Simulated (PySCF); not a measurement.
A calculated (LDA, PySCF 2.14, cc-pVTZ, no relativity, point nucleus) atom or ion has these occupied shells.

```tsv
shell	electrons	orbital energy (eV)	rms radius, mean of both spins (bohr)
1s α	1	-4374.6	0.0853
1s β	1	-4374.6	0.0853
2s α	1	-484.05	0.377
2s β	1	-483.78	0.377
2p α	3	-403.37	0.343
2p β	3	-403.17	0.343
3s α	1	-69.938	1.16
3s β	1	-69.132	1.16
3p α	3	-49.310	1.26
3p β	3	-48.501	1.26
3d α	1	-18.664	1.76
```

**Question.** Name the element and its charge.

**Answer.** Sc²⁺ (scandium, charge +2), in [Ar] 3d1, 2D determinant.
